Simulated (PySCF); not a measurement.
Si(F)(Br)(OH)(OMe) (CH4BrFO2Si), SMILES Br[Si](O)(F)OC. Atoms are numbered in the order given.

```xyz
10

C     -2.2488    -0.1075    -1.4110
O     -1.2520     0.8302    -1.0489
Si     0.2550     0.5075    -0.5326
O      1.1128    -0.2221    -1.7239
F      0.9193     1.9127    -0.1202
Br     0.2392    -0.7678     1.2919
H     -1.9312    -0.7142    -2.2758
H     -2.4856    -0.7828    -0.5708
H     -3.1579     0.4477    -1.6832
H      1.9642    -0.6168    -1.5004
```
Charge 0, spin multiplicity 1.

Coordinates come from a B3LYP-D3(BJ)/def2-SVP optimisation. The values are those of a single conformer.

Two levels are set side by side: PBE/pcSseg-1 (PySCF) and PBE0/pcSseg-1 (PySCF). GIAO shifts against CFCl3 (¹⁹F), H2O (¹⁷O), TMS (²⁹Si), TMS (¹H), TMS (¹³C) at the same level; non-relativistic, no solvent, atoms listed together averaged. Without spin–orbit terms, shifts of atoms bonded to Cl or Br come out too high at both levels. Differences are taken from unrounded values.

| quantity | PBE |
|---|---|
| δ(¹³C) of C1 (ppm) | 57.4 |
| δ(¹⁷O) of O2 (ppm) | 59.9 |
| δ(²⁹Si) of Si3 (ppm) | -52.5 |
| δ(¹⁷O) of O4 (ppm) | 91.7 |
| δ(¹⁹F) of F5 (ppm) | -141.5 |
| δ(¹H) of H7, H8, H9 (ppm) | 4.16 |
| δ(¹H) of H10 (ppm) | 2.74 |

Problem. These are the PBE values. What does PBE0 give? (The exact figures need the calculation; the answer reports its results.)

Solution. 
```tsv
quantity	PBE0	PBE minus PBE0
δ(¹³C) of C1 (ppm)	55.7	1.7
δ(¹⁷O) of O2 (ppm)	45.3	14.6
δ(²⁹Si) of Si3 (ppm)	-51.4	-1.1
δ(¹⁷O) of O4 (ppm)	81.2	10.5
δ(¹⁹F) of F5 (ppm)	-127.6	-14.0
δ(¹H) of H7, H8, H9 (ppm)	4.09	0.07
δ(¹H) of H10 (ppm)	2.85	-0.11
```

Rough cost on one machine, each run with all the roots and properties that it gave: PBE0 against PBE within a factor of 2.
